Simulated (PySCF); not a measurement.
**C3H9N3Si2: full NMR table**

```yaml
Formula: C3H9N3Si2
SMILES: N#C[C@@H]1C[Si@H]1[SiH](N)N
InChI: InChI=1S/C3H9N3Si2/c4-1-3-2-7(3)8(5)6/h3,7-8H,2,5-6H2/t3-,7-/m1/s1
Point_group_of_the_computed_structure: C1
Degrees_of_unsaturation: 3
Carbon_signals: 3
Proton_signals: 7
```

Numbering as in the mapped SMILES `[N:1]#[C:2][C@@H:3]1[CH2:4][Si@H:5]1[SiH:6]([NH2:7])[NH2:8]`. Each H is labelled by its parent atom. Ha(C4) is cis to C2 on the ring; Hb(C4) is trans to C2 on the ring.

Level of theory: GFN2-xTB geometry, σ from GIAO-PBE0/pcSseg-1, in PySCF (rapidly exchanging positions averaged, no solvent, no relativistic terms, single conformer).

References, each an isolated molecule treated in the same way: 1H (σ = 31.72 ppm), 13C (σ = 186.93 ppm), 29Si (σ = 349.16 ppm) vs TMS; 15N (σ = 267.73 ppm) vs NH3.

| carbon | δC, type | δH (multiplicity) | HMBC from (2–3 bonds) | span of the C tensor (ppm) |
| --- | --- | --- | --- | --- |
| C2 | 128.7, C | – | H(Si5), Ha(C4), Hb(C4), H(C3) | 358 |
| C3 | -7.2, CH | 0.98 (m) | H(Si6), H(Si5), Ha(C4), Hb(C4) | 59 |
| C4 | 7.0, CH2 | Hb(C4) 1.02 (m); Ha(C4) 1.06 (m) | H(Si6), H(Si5), H(C3) | 44 |

Other nuclei:
| atoms | nucleus | environment | δ (ppm) | σ (ppm) |
| --- | --- | --- | --- | --- |
| H(Si6) | 1H | hydrogen on a silicon bonded to 2 N, Si | 5.30 | 26.42 |
| H(Si5) | 1H | hydrogen on a silicon bonded to 2 C, Si, in a 3-membered ring | 2.50 | 29.22 |
| H(N7) | 1H | hydrogen on a nitrogen bonded to Si | 0.77 | 30.95 |
| H(N8) | 1H | hydrogen on a nitrogen bonded to Si | 0.60 | 31.12 |
| Si6 | 29Si | silicon bonded to 2 N, Si, H | -27.4 | 376.6 |
| Si5 | 29Si | silicon bonded to 2 C, Si, H, in a 3-membered ring | -154.5 | 503.6 |
| N1 | 15N | nitrile nitrogen | 287.4 | -19.7 |
| N8 | 15N | nitrogen bonded to Si, 2 H | 36.8 | 230.9 |
| N7 | 15N | nitrogen bonded to Si, 2 H | 27.6 | 240.1 |

Carbon types of the structure: 1 × C, 1 × CH, 1 × CH2, leaving 6 H on heteroatoms. δC 128.7: nitrile carbon; this is the usual window of a C≡N carbon, which has no attached hydrogen. δC 7.0, -7.2: three-membered-ring carbon; carbons of three-membered rings are unusually shielded. δH 2.50: hydrogen on a silicon bonded to 2 C, Si, in a 3-membered ring. δH 1.06, 1.02, 0.98: hydrogen on a three-membered-ring carbon; cyclopropane-type protons are shielded by the ring. δH 0.77, 0.60: hydrogen on a nitrogen bonded to Si; exchangeable; this is the value without hydrogen bonding to other molecules.

OH/NH shifts are gas-phase values; hydrogen bonding in solution moves them, usually downfield. Shifts are as computed. Against solution values, carbons near 30 ppm lie about +3 ppm off and those near 130 ppm about +5 ppm. Of 1211 compounds with measured shifts, 218 miss one by over three times the rms of a fit or turn the order of signals round; such compounds aren't used in these exercises. Experimental scales use liquid or dissolved standards, which lie at an offset from isolated NH3 (liquid NH3: subtract about 20 ppm). Unscaled 15N shifts of sp2 nitrogen come out 20 to 40 ppm too high even then. Multiplicities follow the n + 1 count of equivalent neighbours, as no J values were calculated; m marks all less simple cases, F and P coupling included.
